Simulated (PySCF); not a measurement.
# One molecule, several mistakes: CGeH7Si

All numbers below are calculated, not measured. The program is PySCF 2.14.0, an open-source quantum chemistry code, run on an isolated molecule that a program drew, which may never have been made. The molecule is CGeH7Si (charge 0, doublet), drawn as the SMILES string `[CH3][GeH][SiH3]`.

Each row is a Hartree-Fock (HF) and frozen-core CCSD(T) single point in the cc-pV(D+d)Z basis, meant for a local HF minimum. Run 1 is clean. Each other run has one planted mistake out of seven kinds, and not every kind appears here: one electron removed, one electron added, multiplicity raised by two, geometry at a saddle point, minimal basis STO-3G, one bond length entered in bohr, all coordinates scaled. The reference is restricted for singlets and unrestricted otherwise, and also for a bond in bohr. Adding or removing an electron swaps singlet and doublet. Electrons count all cores. HOMO and LUMO are orbital energies over both spins, the gradient is its largest component, and the lowest frequency (negative if imaginary) is given only where the gradient is small. Bond lengths are over the 9 bonds as drawn. T1 is the CCSD diagnostic: over 0.02 (restricted) or 0.045 (unrestricted) a single reference is doubtful. Germanium has the cc-pVDZ-PP basis, with a core potential (ECP10MDF) in place of its 10 inner electrons, and its 3s, 3p and 3d shells are frozen in CCSD(T).

Geometry of the clean run:
```xyz
10
CGeH7Si, angstrom
C     1.7894   -1.6694   -0.4167
Ge    1.9403    0.0609    0.5258
Si    0.0115    0.6601    1.8297
H     1.0020   -1.6201   -1.1725
H     1.5503   -2.4664    0.2889
H     2.7323   -1.9089   -0.9108
H     2.3205    1.1669   -0.4778
H     0.2613    1.9522    2.5103
H    -0.2262   -0.3856    2.8534
H    -1.2139    0.7887    1.0017
```

| run | electrons | basis functions | <S^2> | HOMO (eV) | LUMO (eV) | gradient (hartree/bohr) | lowest frequency (cm^-1) | mean bond (Å) | longest bond (Å) | T1 | HF (hartree) | CCSD(T) (hartree) | mistake |
|---|---|---|---|---|---|---|---|---|---|---|---|---|---|
| 1 | 59 | 95 | 0.757 | -8.22 | 1.20 | 1.7e-05 | 85 | 1.5161 | 2.404 | 0.0115 | -624.23147 | -624.63266 | no fault |
| 2 | 60 | 95 | 0.000 | -0.58 | 8.48 | 4.7e-02 | - | 1.5161 | 2.404 | 0.0113 | -624.21790 | -624.64903 | one electron added |
| 3 | 59 | 95 | 1.468 | -8.28 | 1.03 | 2.1e-02 | - | 1.6239 | 2.404 | 0.0612 | -624.10366 | -624.50235 | one bond length entered in bohr |
| 4 | 58 | 95 | 0.000 | -16.42 | -6.37 | 4.8e-02 | - | 1.5161 | 2.404 | 0.0132 | -623.96338 | -624.35543 | ? |
| 5 | 59 | 95 | 3.770 | -3.38 | -2.03 | 3.9e-02 | - | 1.5161 | 2.404 | 0.0205 | -623.98969 | -624.38735 | ? |

**Which mistake was planted in run 4, and what did it cost?**

It counts 58 electrons, one fewer than the clean run, at the same geometry and basis. So the mistake is: one electron removed. Subtracting run 1 and multiplying by 627.51 kcal/mol a hartree, the energy moved by 168.2 kcal/mol in HF and 174.0 kcal/mol in CCSD(T).

**Which mistake was planted in run 5, and what did it cost?**

Electrons, basis and geometry are unchanged, and <S^2> is 3.770, beside S(S+1) = 3.75 for a multiplicity of 4. So the mistake is: multiplicity raised by two. Subtracting run 1 and multiplying by 627.51 kcal/mol a hartree, the energy moved by 151.7 kcal/mol in HF and 153.9 kcal/mol in CCSD(T).

Cautions from the logs. Run 3: T1 is over the limit, so its CCSD(T) energy is less reliable.
